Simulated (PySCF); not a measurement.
PySCF input:

```python
from pyscf import gto, scf, dft

mol = gto.M(
    atom='''
    Al   -0.08487950   -0.01304734    0.03990889
    H     1.05809656   -0.36792410    1.15641379
    H     0.01896754    1.55260936   -0.42576253
    H     0.02636943   -1.01506980   -1.24946679
    ''',
    basis='def2-tzvpd',
    charge=-1,
    spin=1,
    verbose=4,
)

mf = dft.UKS(mol, xc='m062x').density_fit(auxbasis='def2-universal-jkfit')
mf.grids.level = 4
mf.conv_tol = 1e-9
mf.max_cycle = 100
mf.max_memory = 1500
mf.kernel()
if not mf.converged:
    mf = mf.newton()
    mf.kernel(mf.make_rdm1())
for _ in range(2):
    mo, _, stable, _ = mf.stability(return_status=True)
    if stable:
        break
    mf.kernel(mf.make_rdm1(mo, mf.mo_occ))
mf.analyze()
```

Question: Which total energy does the run end on?

Answer: -244.17905 Eh (M06-2X/def2-TZVPD).
